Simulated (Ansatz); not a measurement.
Consider the formal hydrolysis of a B–In bond: `C[BH][InH2]` + H₂O → `CBO` + `[InH3]`.

Calculated with Ansatz (gas phase, PBE0-D4/def2-TZVP geometries, no zero-point term in ΔE). CCSD(T)/CBS is the MP2 limit (def2-TZVPP, def2-QZVPP) plus CCSD(T) − MP2 in def2-TZVPP, frozen cores. This one scheme is used for every species. DFT in def2-TZVPP. B3LYP here is the variant with VWN-RPA as its local correlation; programs differ in this. Elements past krypton have def2 core potentials. For In outer-core shells are correlated without core-valence functions, which leaves a few kJ/mol of doubt a bond. Each species was taken in one conformer, which may not be the lowest.

```tsv
level	ΔE (kcal/mol)
revPBE-D4	-36.7
PBE0-D4	-37.7
r2SCANh-D4	-39.2
BLYP	-39.6
B3LYP	-40.2
BHLYP	-41.4
HF/def2-TZVPP	-42.8
MP2/def2-TZVPP	-37.7
```

(1) What does CCSD(T)/CBS give? (Best estimate.)

Largest T1 diagnostic among the species: 0.014.

Answers

(1) Computed: -36.4 kcal/mol. The listed levels differ from it by -0.3, -1.3, -2.8, -3.2, -3.8, -5.0, -6.4, -1.3 kcal/mol.

At CCSD(T), def2-SVP lies −9.5 kcal/mol from the extrapolated value and def2-TZVPP −1.6 kcal/mol. Leaving LDA and LC-ωPBE aside and taking each functional with its dispersion term where it has one, the values, not all of them listed here, spread over 5.6 kcal/mol, from B97M-V to revPBE-D4. LDA lies −2.2 kcal/mol from PBE without D4. The D4 term adds +0.8 kcal/mol with B3LYP and +0.5 kcal/mol with PBE0; it sums over pairs of atoms, weighted by their polarisabilities, and B3LYP, whose exchange is more repulsive, gets the larger term.
